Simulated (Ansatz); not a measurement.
Geometry optimisation, UKS BHLYP/def2-SVP in Ansatz 0.2.0.

Input file:

```yaml
crystal:
  periodic: [false, false, false]
  atoms:
    - { symbol: Si, position_ang: [-0.98986, 1.25993, 0.50859] }
    - { symbol: C, position_ang: [0.49323, 0.57454, -0.16215] }
    - { symbol: S, position_ang: [1.29397, -0.79928, 0.60394] }
    - { symbol: S, position_ang: [0.36418, -2.47288, -0.21011] }
    - { symbol: H, position_ang: [-1.67219, 2.38069, -0.11929] }
    - { symbol: H, position_ang: [-1.64009, 0.74403, 1.70116] }
    - { symbol: H, position_ang: [0.99528, 0.94282, -1.04502] }
    - { symbol: H, position_ang: [1.15549, -2.62986, -1.27713] }
magnetization:
  spin_polarized: true
basis:
  gaussian: { orbitals: def2-SVP }
hamiltonian:
  xc: { name: BHLYP }
relax:
  f_tol: 0.02
  max_steps: 50
```

Command:

```bash
$ ansatz run input.yaml --threads 2 --pin off --max-ram 3072MiB --backend cpu --events-out ev --progress --plain --runs-dir out
```

Problem. Where does it end, and by what steps?

Solution. The run converged. The force dipped under the threshold on the way, but the program's further checks kept it going. After 11 steps the energy has fallen by 0.120 eV; H8 moved furthest, 0.48 Å.

```tsv
step	energy less start (eV)	largest force component (eV/Å)	accepted
0	0.0000	1.830	yes
1	-0.0741	0.668	yes
2	-0.0819	0.459	yes
3	-0.1004	0.223	yes
4	-0.1117	0.164	yes
5	-0.1162	0.072	yes
6	-0.1183	0.079	yes
7	-0.1182	0.169	no
8	-0.1194	0.047	yes
9	-0.1201	0.017	yes
10	-0.1202	0.021	yes
11	-0.1202	0.012	yes
```

```xyz
8
Properties=species:S:1:pos:R:3
Si -1.002 1.356 0.543
C 0.245 0.426 -0.165
S 0.986 -0.914 0.688
S 0.533 -2.600 -0.471
H -1.480 2.606 -0.070
H -1.580 1.025 1.852
H 0.665 0.690 -1.133
H 1.633 -2.590 -1.244
```

The run took 87 s on 2 threads of Arm Neoverse N1, on a shared host, peak memory 0.27 GiB.
